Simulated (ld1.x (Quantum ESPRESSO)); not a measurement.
Logarithmic derivatives: Br, TM

- Element: Br
- Generator: ld1.x (Quantum ESPRESSO) 7.5
- Type: norm-conserving Troullier–Martins (Kleinman–Bylander form)
- Functional: BLYP
- Relativity: scalar-relativistic
- Frozen core: [Ne]
- Valence charge: 25
- Reference configuration: 3s2 3p6 3d10 4s2 4p4.5 (charge +0.5)
- Partial waves: 3s (bound): rc 0.55 bohr; 3p (bound): rc 0.55 bohr; 3d (bound): rc 0.90 bohr
- Local potential: the d channel
- Core correction: Bessel-smoothed model core, default radius (core density twice the valence density)

Occupied shells without a wave of their own: 4p, 4s. They enter only through the test configuration that unscreens the potential, and ld1.x also counts them in the model core charge.

The phase is arctan(r·u′/u) with u = r·R(r), unwrapped; energies in Ry, scanned from -20 to 5 Ry. A pole is an energy at which the radial function vanishes at the test radius. The pseudo phase is shifted by a multiple of π to meet the all-electron one at the reference energy, and phase errors are pseudo minus all-electron; the curves can meet again beyond the range given. Levels narrower than the energy grid can be missing from the lists of poles.

```
channel  radius (bohr)  reference energy (Ry)  poles, all-electron  poles, pseudo  unbroken range about the reference energy with phases within 0.05 rad  phase error 1 Ry above the reference energy (rad)
      s           1.00                 -17.87               -16.25         -16.23                                                              below 1.6                                             +0.001
      p           1.00                 -13.13               -11.25         -11.22                                                              below 1.7                                             +0.001
      d           1.00                  -5.29                -3.21          -3.14                                                              below 3.7                                             +0.003
```

The potential misses its own reference levels by up to 0.6 eV. ld1.x takes every shell without a wave as core, so the model core holds the 4p, 4s electrons as well and exchange and correlation see them twice. This cancels in the reference configuration, but the file is broken for other ones, and its errors say nothing about a proper core correction.

Phases in the d channel:

```tsv
E (Ry)	all-electron	pseudo
-20.00	1.326	1.329
-19.04	1.318	1.321
-18.08	1.309	1.312
-17.12	1.298	1.302
-16.16	1.287	1.291
-15.20	1.273	1.278
-14.24	1.257	1.262
-13.28	1.237	1.243
-12.32	1.212	1.219
-11.36	1.180	1.187
-10.40	1.135	1.144
-9.44	1.067	1.078
-8.48	0.951	0.965
-7.52	0.709	0.727
-6.56	0.070	0.089
-5.60	-0.896	-0.895
-4.64	-1.335	-1.333
-3.68	-1.517	-1.511
-2.72	-1.615	-1.606
-1.76	-1.680	-1.667
-0.80	-1.729	-1.713
0.16	-1.771	-1.750
1.12	-1.809	-1.783
2.08	-1.847	-1.814
3.04	-1.886	-1.845
4.00	-1.930	-1.877
4.96	-1.980	-1.911
```
